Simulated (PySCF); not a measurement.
B3LYP has the VWN-RPA correlation part, as in Gaussian. Excitations are Tamm–Dancoff values on a coarser integration grid. The basis has no diffuse functions, so Rydberg states are missing or too high.

Cartesian coordinates (Å):
SMILES: [SiH3]B([SiH3])[SiH3]
```xyz
13

Si    -0.5116     1.7897    -0.6822
B      0.0079    -0.0179     0.0061
Si     1.9445    -0.4461     0.2714
Si    -1.4234    -1.3596     0.4152
H      0.3561     2.8685    -0.1435
H     -1.9289     2.1677    -0.4570
H     -0.2806     1.7121    -2.1529
H      2.2838    -1.8499    -0.0732
H      2.1568    -0.2699     1.7370
H      2.8844     0.4570    -0.4381
H     -2.2238    -1.5706    -0.8216
H     -0.9399    -2.6811     0.8853
H     -2.3300    -0.7964     1.4509
```
Charge 0, multiplicity 1.

Task: Predict the HOMO, LUMO and S1–T1 gap (TDA) from B3LYP-D3(BJ)/def2-TZVP in PySCF.

Result: 
```json
{
  "HOMO": "-7.81 eV",
  "LUMO": "-3.31 eV",
  "S1–T1 gap (TDA)": "0.70 eV"
}
```
